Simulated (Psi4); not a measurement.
Cl₂Sr, singlet, at a GFN2-xTB geometry (such geometries of metal compounds can be far from the true shape) (core potentials on Sr); R2SCAN/def2-SVP (Psi4).

Input for Psi4:
```
memory 2 GB

molecule mol {
0 1
  Sr    0.291224   -0.610948    0.120886
  Cl    1.080314    1.073658   -1.546550
  Cl   -1.731286    0.291991    1.276334
symmetry c1
}

set basis def2-svp
set reference rks

energy('r2scan')
print_variables()
```

Output, abridged:

```
   => Loading Basis Set <=

    Name: DEF2-SVP
    Role: ORBITAL
    Keyword: BASIS

    !!!  WARNING: ECP capability is in beta. Please check occupations closely.  !!!

         ---------------------------------------------------------
                                   SCF
               by Justin Turney, Rob Parrish, Andy Simmonett
                          and Daniel G. A. Smith
                              RKS Reference
         ---------------------------------------------------------

  ==> Geometry <==

    Molecular point group: c1
    Full point group: Cs

    Geometry (in Angstrom), charge = 0, multiplicity = 1:

       Center              X                  Y                   Z               Mass
    ------------   -----------------  -----------------  -----------------  -----------------
         SR           0.136591692495    -0.630468100608    -0.000000000000    87.905612500000
         CL           1.812359046748     1.222288492107     0.000000000000    34.968852682000
         CL          -2.155726800342     0.362598637294     0.000000000000    34.968852682000

  Running in c1 symmetry.

  Rotational constants: A =      0.20418  B =      0.05849  C =      0.04546 [cm^-1]
  Rotational constants: A =   6121.22967  B =   1753.40753  C =   1362.98472 [MHz]
  Nuclear repulsion =  109.687219222385522

  Charge       = 0
  Multiplicity = 1
  Electrons    = 44
  Nalpha       = 22
  Nbeta        = 22

  ==> Algorithm <==

  SCF Algorithm Type is DF.
  DIIS enabled.
  MOM disabled.
  Fractional occupation disabled.
  Guess Type is SAD.
  Energy threshold   = 1.00e-06
  Density threshold  = 1.00e-06
  Integral threshold = 1.00e-12

  ==> Primary Basis <==

  Basis Set: DEF2-SVP
    Blend: DEF2-SVP
    Number of shells: 25
    Number of basis functions: 59
    Number of Cartesian functions: 63
    Spherical Harmonics?: true
    Max angular momentum: 2

  Core potential: DEF2-SVP
    Number of shells: 4
    Number of ECP primitives: 10
    Number of ECP core electrons: 28
    Max angular momentum: 3

  ==> DFT Potential <==

   => LibXC <=

    Version 7.1.2
    S. Lehtola, C. Steigemann, M. J. T. Oliveira, and M. A. L. Marques,  SoftwareX 7, 1–5 (2018) (10.1016/j.softx.2017.11.002)

   => Composite Functional: R2SCAN <=

    r2SCAN Meta-GGA XC Functional  (0.1021/acs.jpclett.0c02405)
    J. W. Furness, A. D. Kaplan, J. Ning, J. P. Perdew, J. Sun  J. Phys. Chem. Lett.  11, 8208–8215, 2020

    Deriv               =              1
[...]
   @DF-RKS iter   4:  -950.94557151722211   -4.23202e-03   3.61538e-04 ADIIS/DIIS
   @DF-RKS iter   5:  -950.94582660012816   -2.55083e-04   6.22943e-05 DIIS
   @DF-RKS iter   6:  -950.94583701637589   -1.04162e-05   1.13949e-05 DIIS
   @DF-RKS iter   7:  -950.94583728666771   -2.70292e-07   2.18181e-06 DIIS
   @DF-RKS iter   8:  -950.94583729631790   -9.65019e-09   2.46786e-07 DIIS
  Energy and wave function converged.

  ==> Post-Iterations <==

   Electrons on quadrature grid:
      Ntotal   =   43.9999449308 ; deviation = -5.507e-05

    Orbital Energies [Eh]
    ---------------------

    Doubly Occupied:

[...]
      22A     -0.241793

    Virtual:

[...]
      59A     30.443204

    Final Occupation by Irrep:
              A
    DOCC [    22 ]
    NA   [    22 ]
    NB   [    22 ]

  @DF-RKS Final Energy:  -950.94583729631790

   => Energetics <=

    Nuclear Repulsion Energy =            109.6872192223855222
    One-Electron Energy =               -1542.4489558257539557
    Two-Electron Energy =                 542.7775322992116571
    DFT Exchange-Correlation Energy =     -60.9616329921610784
    Empirical Dispersion Energy =           0.0000000000000000
    VV10 Nonlocal Energy =                  0.0000000000000000
    Total Energy =                       -950.9458372963179045

Computation Completed

Properties will be evaluated at   0.000000,   0.000000,   0.000000 [a0]

Properties computed using the SCF density matrix

 Multipole Moments:

 ------------------------------------------------------------------------------------
     Multipole            Electronic (a.u.)      Nuclear  (a.u.)        Total (a.u.)
 ------------------------------------------------------------------------------------

 L = 1.  Multiply by 2.5417464519 to convert [e a0] to [Debye]
 Dipole X            :          9.1434232           -8.4495984            0.6938248
 Dipole Y            :        -42.2034182           39.0009240           -3.2024941
 Dipole Z            :          0.0000000            0.0000000            0.0000000
 Magnitude           :                                                    3.2767914

 ------------------------------------------------------------------------------------

  Variable Map:
  ----------------------------------------------------------------------------
[...]
  Array Variable Map:
  ----------------------------------------------------------------------------
[...]
[...]
```
